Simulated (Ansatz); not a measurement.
H₈OSi₂Sn, SMILES `O[SiH2][SnH2][SiH3]`, relaxed with RKS PBE-D4/def2-SVP in Ansatz 0.2.0 from a rough embedded geometry. The force threshold is 0.03 eV/Å; the program also tests the step.

The species carries charge 0 and has multiplicity 1. Sn: def2 effective core potential.

Start:

```xyz
12

O    -0.832   -1.007    2.156
Si   -1.359    0.344    1.318
Sn    0.462    0.990   -0.262
Si    0.955   -0.953   -1.819
H    -0.005   -0.756    2.639
H    -1.656    1.463    2.238
H    -2.594    0.019    0.541
H     1.848    1.479    0.577
H    -0.110    2.388   -1.271
H    -0.207   -1.333   -2.504
H     1.447   -2.062   -0.905
H     2.050   -0.572   -2.709
```

| step | energy (eV) | largest force (eV/Å) | largest move (Å) |
| --- | --- | --- | --- |
| 1 | -23746.9205 | 2.202 | 0.000 |
| 2 | -23747.1287 | 1.132 | 0.194 |
| 3 (rejected) | -23747.0502 | 1.329 | 0.200 |
| 4 (rejected) | -23747.0477 | 4.433 | 0.097 |
| 5 | -23747.2229 | 0.280 | 0.047 |
| 6 | -23747.2373 | 0.012 | 0.052 |

End:

```xyz
12

O    -0.903   -1.009    2.218
Si   -1.379    0.378    1.378
Sn    0.447    1.078   -0.327
Si    1.026   -0.947   -1.826
H    -0.100   -0.903    2.757
H    -1.703    1.525    2.308
H    -2.629   -0.012    0.646
H     1.886    1.568    0.512
H    -0.055    2.420   -1.301
H    -0.196   -1.393   -2.584
H     1.494   -2.091   -0.966
H     2.112   -0.615   -2.814
```

Run time 8 s (4 threads of an Intel Xeon Platinum 8488C on a shared host); peak host memory 0.18 GiB.
